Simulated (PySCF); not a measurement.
B(F)(Br)(OH) (BBrFHO), SMILES OB(F)Br. Heavy atoms are numbered as in [B:1]([F:2])([Br:3])[OH:4]. Hydrogens are named by the atom that carries them.

Geometry optimised at ωB97X-D3(BJ)/def2-SVP. One conformer was computed; it need not be the lowest.

Calculation: PySCF with PBE0/def2-TZVPD.

ESP charges are fitted to the potential on shells at 1.4 to 2.0 van der Waals radii. Atomic charges (e), one atom of each kind:

```
atom       IAO     ESP fit
-------  -----  ----------
B1        0.53  (withheld)
F2       -0.33  (withheld)
Br3      -0.05       -0.11
O4 (OH)  -0.54  (withheld)
H on O4   0.39        0.45
```

Task: Some entries are withheld; supply them. (Estimate from the structure and the level; the computed values follow.)

Result: 
- B1, ESP fit: 0.48
- F2, ESP fit: -0.25
- O4 (OH), ESP fit: -0.58
